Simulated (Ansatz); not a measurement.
`F[SiH2][SbH2]` + `N[Si](F)(Cl)Cl` → `F[SiH2]N[Si](F)(Cl)Cl` + stibine at 500 K and 1 bar (cleavage of the Si–Sb bond).

Program: Ansatz. Geometries: PBE0-D4/def2-TZVP. ΔE: electronic, gas phase. CCSD(T)/CBS is the MP2 limit (def2-TZVPP, def2-QZVPP) plus CCSD(T) − MP2 in def2-TZVPP, frozen cores. def2 core potentials past Kr. For Sb outer-core shells are correlated without core-valence functions, which leaves a few kJ/mol of doubt a bond. Each species was taken in one conformer, which may not be the lowest.

```tsv
species	CCSD(T)/CBS energy (Eh)	H − E (kJ/mol)	S (J/(mol·K))
`F[SiH2][SbH2]`	-631.33896	124.7	378.2
`N[Si](F)(Cl)Cl`	-1364.55198	129.3	406.6
`F[SiH2]N[Si](F)(Cl)Cl`	-1754.12128	175.6	505.1
`[SbH3]`	-241.78682	70.2	256.6
```

H − E and S are ideal-gas, rigid-rotor, harmonic terms from PBE0-D4/def2-TZVP, for one conformer and one mirror image of each species. 1 Eh = 2625.50 kJ/mol, R = 8.31446 J/(mol·K).

**Question.** By hand: ΔE, ΔH, ΔS and ΔG.

**Answer.** ΔE = (-1754.12128) + (-241.78682) − (-631.33896) − (-1364.55198) = -0.01716 Eh = -45.1 kJ/mol. Δ(H − E) = 175.6 + 70.2 − 124.7 − 129.3 = -8.2, so ΔH = -53.3 kJ/mol. ΔS = 505.1 + 256.6 − 378.2 − 406.6 = -23.1 J/(mol·K). ΔG = -53.3 − 500 × (-23.1)/1000 = -41.8 kJ/mol.

**Question.** By hand: the equilibrium constant, and the temperature at which ΔG would vanish if ΔH and ΔS stayed fixed.

**Answer.** log₁₀ K = −ΔG/(RT ln 10) = 4.4. ΔG = 0 at ΔH/ΔS = 2307 K.

ΔH outweighs TΔS. A doubt of 5 kJ/mol in ΔE shifts log₁₀ K by 0.5 here. Other conformers and mirror images would add mixing entropy, several J/(mol·K) or more a flexible species. Modes under 60 cm⁻¹, often nearly free rotors, make the harmonic entropy too high. These are equilibria of isolated gas molecules and say nothing of rates. Largest T1 diagnostic: 0.014 (customary marks: 0.02 for closed shells, 0.045 for open ones).
